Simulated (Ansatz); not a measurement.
Consider the redistribution: `BS` + `N[SiH2]C[Si](N)(F)F` → `N[SiH2]CBS` + `N[SiH](F)F`.

Program: Ansatz. Geometries: PBE0-D4/def2-TZVP. ΔE: electronic, gas phase. CCSD(T)/CBS adds triple-zeta CCSD(T) − MP2 to the extrapolated MP2 energy (def2 sets, frozen cores). This one scheme is used for every species. Each species was taken in one conformer, which may not be the lowest.

```csv
species,CCSD/CBS(def2) energy (Eh)
`BS`,-424.36877
`N[SiH2]C[Si](N)(F)F`,-930.21160
`N[SiH2]CBS`,-809.25483
`N[SiH](F)F`,-545.32365
```

(1) Work out ΔE.

Largest T1 diagnostic among the species: 0.015.

Answers

(1) ΔE = (-809.25483) + (-545.32365) − (-424.36877) − (-930.21160) = 0.00189 Eh = +5.0 kJ/mol. CCSD(T)/CBS gives +5.0 kJ/mol.

The D4 term adds +5.2 kJ/mol with B3LYP and +2.9 kJ/mol with PBE0; it sums over pairs of atoms, weighted by their polarisabilities, and B3LYP, whose exchange is more repulsive, gets the larger term.

B3LYP here is the variant with VWN-RPA as its local correlation; programs differ in this.
